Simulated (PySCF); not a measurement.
Compound: C₃H₇F₂Si₂ (doublet state).
Cartesian coordinates in Å at the GFN2-xTB level; atoms count from 1:
```xyz
14
C3H7F2Si2 angstrom
C     -1.2628   -2.2212    0.4449
C     -1.2725   -0.8994    0.6382
Si     0.2162    0.2083    0.4556
Si     2.0818   -0.0443   -0.8642
C     -0.5733    1.9850    0.2294
F     -1.1730    2.4300    1.3690
F      0.4215    2.8810   -0.0491
H     -2.1333   -2.8336    0.6148
H     -0.3847   -2.7364    0.0926
H     -2.1884   -0.4487    1.0099
H      1.9379    0.2133   -2.3039
H      3.1509    0.8236   -0.3650
H      2.4968   -1.4434   -0.7190
H     -1.3179    2.0854   -0.5753
```

The hyperfine couplings belong to this conformer and change with its torsions.

Identity: `C=C[Si]([SiH3])C(F)F` [radical].

Level of theory: UKS B3LYP, pcH-1 on C F H Si, non-relativistic, mean-field spin-orbit, GIAO (PySCF). Geometry: GFN2-xTB, one conformer, isolated molecule. A GFN2-xTB geometry isn't a minimum of the functional, and hyperfine couplings can be far from their values at a DFT geometry, by a factor of two or more for some ions and for spin on atoms past the first row. The SCF solution wasn't tested for stability.

(1) What is the g tensor, term by term?

(2) What are the electron Larmor frequencies g μB B/h along the three axes at 3350 mT?

(3) At 9.788 GHz, how far is the centre of the isotropic spectrum from where a free electron (g = 2.002319) resonates?

(4) In a frozen sample, at which fields do the three g values resonate at 9.5, 34, 94 and 263 GHz (hyperfine left aside), and which band first spreads them over more than twice a line width of 0.5 mT?

Results:

(1) 
```json
{"Δg (ppm)": "relativistic mass correction", "1": "-133", "2": "-133", "3": "-133"}
{"Δg (ppm)": "gauge correction", "1": "15", "2": "31", "3": "42"}
{"Δg (ppm)": "orbital Zeeman/spin–orbit", "1": "-333", "2": "260", "3": "2921"}
{"Δg (ppm)": "total", "1": "-451", "2": "159", "3": "2830"}
```

So g = 2.00187, 2.00248, 2.00515 and g_iso = 2.00317; the tensor is rhombic: the two nearest values differ by 19 % of g3 − g1. Axes: g3 points within 9° of the C1–C2 bond.

(2) 93.8625, 93.8910, 94.0163 GHz for g1, g2 and g3, a range of 153.8 MHz.

(3) B = hν/(g μB) with μB/h = 13.99624 MHz/mT gives 349.26 mT for the free electron and 349.11 mT at g_iso, 0.15 mT lower.

(4) 
```tsv
band	GHz	B(g3) mT	B(g2) mT	B(g1) mT	spread mT
X	9.5	338.51	338.96	339.06	0.55
Q	34.0	1211.49	1213.11	1213.48	1.99
W	94.0	3349.42	3353.89	3354.91	5.49
J	263.0	9371.25	9383.75	9386.61	15.36
```

The spread grows in proportion to the frequency. Q band is the first where it exceeds 1.0 mT.

The largest Mulliken spin populations are on Si3 (+0.88), C1 (+0.23) and C2 (-0.13). The positive populations add up to 1.17 and the negative ones to -0.17, together 2S = 1. The angles at Si3 add up to 344.1°, so it is pyramidal.

The HOMO–LUMO gaps are 4.74 eV among the α and 4.86 eV among the β orbitals.
